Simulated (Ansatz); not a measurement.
AsH4OP (`PO[AsH2]`) from Hartree–Fock to CCSD(T)

```tsv
atom	x (Å)	y (Å)	z (Å)
P1	1.047	-1.151	0.134
O2	-0.241	-0.123	0.170
As3	-0.044	1.522	-0.560
H4	0.377	-2.313	-0.347
H5	0.983	-1.612	1.481
H6	-1.303	1.439	-1.424
H7	-0.818	2.237	0.546
```

The species carries charge 0 and has multiplicity 1. Correlated methods include outer-core shells of As, which these sets cover unevenly. Scalar relativity is left out up to krypton. All single points use the PBE0-D4/def2-TZVP geometry. It is one conformer, not always the lowest. Frozen core, restricted reference, the Gaussian-basis code of Ansatz.

```json
{"basis": "def2-SVP", "HF (Eh)": "-2651.66409", "MP2 corr.": "-0.54171", "CCSD corr.": "-0.57492", "(T)": "-0.01539", "CCSD(T) total": "-2652.25440"}
{"basis": "def2-TZVPP", "HF (Eh)": "-2652.16924", "MP2 corr.": "-0.66394", "CCSD corr.": "-0.69418", "(T)": "-0.02674", "CCSD(T) total": "-2652.89016"}
{"basis": "def2-QZVPP", "HF (Eh)": "-2652.22964", "MP2 corr.": "-0.97816", "CCSD corr.": "–", "(T)": "–", "CCSD(T) total": "–"}
```
